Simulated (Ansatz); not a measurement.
Geometry optimisation, RKS PBE0/6-31G* (Ansatz).

input.yaml

```yaml
crystal:
  periodic: [false, false, false]
  atoms:
    - { symbol: C, position_ang: [-0.7671, 0.7743, -0.2406] }
    - { symbol: C, position_ang: [-0.1226, -0.2616, 0.5698] }
    - { symbol: B, position_ang: [1.1487, -0.7999, -0.186] }
    - { symbol: F, position_ang: [1.1398, -1.443, -1.4599] }
    - { symbol: H, position_ang: [-1.1416, 0.4038, -1.2505] }
    - { symbol: H, position_ang: [-1.7118, 1.1957, 0.2938] }
    - { symbol: H, position_ang: [-0.1083, 1.684, -0.4169] }
    - { symbol: H, position_ang: [-0.778, -1.0886, 0.7339] }
    - { symbol: H, position_ang: [0.1801, 0.1793, 1.5973] }
    - { symbol: H, position_ang: [2.2438, -0.6951, 0.3621] }
basis:
  gaussian: { orbitals: "6-31G*" }
hamiltonian:
  xc: pbe0
relax:
  f_tol: 0.015
  max_steps: 40
```

Launched with:

```bash
$ ansatz run input.yaml --threads 1 --pin off --max-ram 2048MiB --backend cpu --events-out ev --progress --plain --runs-dir out
```

Question: Where does it end, and by what steps?

Answer: The run converged. After 18 steps the energy has fallen by 0.610 eV; F4 moved furthest, 0.93 Å.

| step | energy less start (eV) | largest force component (eV/Å) | accepted |
| --- | --- | --- | --- |
| 0 | 0.0000 | 2.985 | yes |
| 1 | -0.4422 | 1.942 | yes |
| 2 | -0.4834 | 1.415 | yes |
| 3 | -0.5272 | 0.689 | yes |
| 4 | -0.5524 | 0.132 | yes |
| 5 | -0.5542 | 0.256 | yes |
| 6 | -0.5563 | 0.166 | yes |
| 7 | -0.5590 | 0.161 | yes |
| 8 | -0.5604 | 0.448 | yes |
| 9 | -0.5692 | 0.301 | yes |
| 10 | -0.5885 | 0.228 | yes |
| 11 | -0.5983 | 0.160 | yes |
| 12 | -0.6032 | 0.148 | yes |
| 13 | -0.6087 | 0.105 | yes |
| 14 | -0.6098 | 0.034 | yes |
| 15 | -0.6099 | 0.107 | yes |
| 16 | -0.6099 | 0.069 | no |
| 17 | -0.6101 | 0.025 | yes |
| 18 | -0.6101 | 0.002 | yes |

```xyz
10
Properties=species:S:1:pos:R:3
C -0.893 0.750 -0.296
C -0.031 -0.174 0.562
B 1.208 -0.820 -0.137
F 1.467 -0.570 -1.416
H -1.293 0.223 -1.168
H -1.741 1.153 0.267
H -0.311 1.597 -0.673
H -0.632 -0.999 0.979
H 0.337 0.349 1.459
H 1.973 -1.560 0.425
```

Whether the end is a true minimum wasn't checked by a vibrational analysis.

Time of the run: 80 s on 1 thread of AMD EPYC (Zen 3), with other jobs on the host, peak memory 0.15 GiB.
